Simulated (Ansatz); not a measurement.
Gas-phase electronic energies from Ansatz, PBE0-D4/def2-TZVP geometries. CCSD(T)/CBS is the MP2 limit (def2-TZVPP, def2-QZVPP) plus CCSD(T) − MP2 in def2-TZVPP, frozen cores. This one scheme is used for every species. For Ge outer-core shells are correlated without core-valence functions, which leaves a few kJ/mol of doubt a bond. Scalar relativity is left out up to krypton. Each species was taken in one conformer, which may not be the lowest.

Consider the ligand exchange at a B–C bond: `C[BH][GeH2][F]` + H–F → `F[BH][GeH2][F]` + CH₄.

```
         species  CCSD(T)/CBS(def2) energy (Eh)
`C[BH][GeH2][F]`                    -2242.37501
             H–F                     -100.39570
`F[BH][GeH2][F]`                    -2302.35660
             CH₄                      -40.46206
```

Problem. Work out ΔE.

Solution. ΔE = (-2302.35660) + (-40.46206) − (-2242.37501) − (-100.39570) = -0.04795 Eh = -30.1 kcal/mol.

Largest T1 diagnostic among the species: 0.013.

In def2-TZVPP, CCSD(T) changes the Hartree–Fock value by +3.9 kcal/mol (the triples alone add +0.1 kcal/mol) and MP2 by +4.5 kcal/mol. The D4 term adds +1.2 kcal/mol with B3LYP and +0.7 kcal/mol with PBE0; it sums over pairs of atoms, weighted by their polarisabilities, and B3LYP, whose exchange is more repulsive, gets the larger term.

B3LYP here is the variant with VWN-RPA as its local correlation; programs differ in this.
